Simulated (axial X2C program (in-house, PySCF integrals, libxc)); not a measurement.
## CdSi⁺ along the bond: HF, 2c

All values were computed with an in-house all-electron X2C program for linear molecules (integrals from PySCF). Two-component (2c) means X2C with spin–orbit coupling and atomic mean-field two-electron Coulomb and Gaunt terms. Basis: Cd dyall-cv3z [12s12p8d5f3g], Si dyall-v3z [8s7p2d1f] (cores contracted in-house); Gaussian nuclei, density fitting, unrestricted open shells. Masses: Cd 113.903 u, Si 27.977 u.

State: Ω = 1/2 (⟨Sz⟩ = -0.50, ⟨Lz⟩ = 1.00 at HF). Dipoles are positive if Si is the positive end and refer to the centre of mass.

Results along the bond:

| R (Å) | μ (D) | HOMO (eV) | LUMO (eV) |
| --- | --- | --- | --- |
| 2.599 | 0.710 | -13.43 | -5.57 |
| 2.679 | 1.009 | -13.43 | -5.52 |
| 2.773 | 1.407 | -13.45 | -5.48 |
| 2.866 | 1.845 | -13.46 | -5.47 |
| 2.987 | 2.458 | -13.30 | -5.49 |
| 3.134 | 3.264 | -13.09 | -5.52 |
| 3.349 | 4.523 | -12.78 | -5.60 |

Occupations by symmetry block were frozen at the best pattern of an incomplete PBE0 search. Some points did not converge and are left out.
